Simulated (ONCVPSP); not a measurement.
Before and after: ONCV potential for Ga

```json
{
 "Element": "gallium",
 "Generator": "ONCVPSP 4.0.1",
 "Type": "optimised norm-conserving Vanderbilt (ONCV)",
 "Functional": "PBE",
 "Relativity": "scalar-relativistic",
 "Frozen core": "[Ar] 3d10",
 "Valence charge": "3",
 "Reference configuration": "4s2 4p1",
 "Partial waves": "4s: rc 1.75 bohr, ncon 4, nbas 7, qcut 3.5 1/bohr, 2 projectors, debl 0.9 Ha; 4p: rc 2.35 bohr, ncon 5, nbas 8, qcut 3.5 1/bohr, 2 projectors, debl 2.9 Ha",
 "Local potential": "polynomial inside 1.70 bohr (lpopt 5, dvloc0 6 Ha)",
 "Core correction": "none"
}
```

Change: functional revPBE.

Cutoffs: the cutoffs (Ha) at which the residual kinetic energy of the hardest occupied pseudo-wave falls to 1 and 0.1 mHa per electron; they do not see the model core or the augmentation charge, which bear on the density cutoff. Errors are all-electron minus pseudo energies relative to the spin-unpolarised reference configuration.

Problem. What does the change do?

Solution. The potential gets neither clearly harder nor softer (11 Ha and 32 Ha → 11 Ha and 32 Ha); of the 4 tests that both files solve, the error grows in 0 and shrinks in 4 by more than 15 % and 0.3 meV (median size 12.6 → 8.3 meV); neither file shows a bound ghost.

| quantity | base | changed |
| --- | --- | --- |
| cutoff, loose | 11 Ha | 11 Ha |
| cutoff, tight | 32 Ha | 32 Ha |
| loose cutoff by channel | s 11 Ha, p 3.9 Ha | s 11 Ha, p 3.8 Ha |
| bound ghosts | none | none |
| GHOST(+) flags under 300 eV | none | none |
| error for 4s2 4p0, meV [ΔE 5.69 → 5.62 eV] | +8.4 | +2.4 |
| error for 4s1 4p0, meV [ΔE 26.82 → 26.61 eV] | +54 | -25 |
| error for 4s2 4p0.5, meV [ΔE 2.03 → 2.00 eV] | +1.4 | +0.4 |
| error for 4s1 4p2, meV [ΔE 6.54 → 6.51 eV] | +17 | +14 |
| s: phases at 1.78 bohr within 0.05 rad from the reference energy up to (Ha; the scan ends near 5) | 3.9 | 3.9 |
| p: phases at 2.39 bohr within 0.05 rad from the reference energy up to (Ha; the scan ends near 5) | to the end of the scan | to the end of the scan |
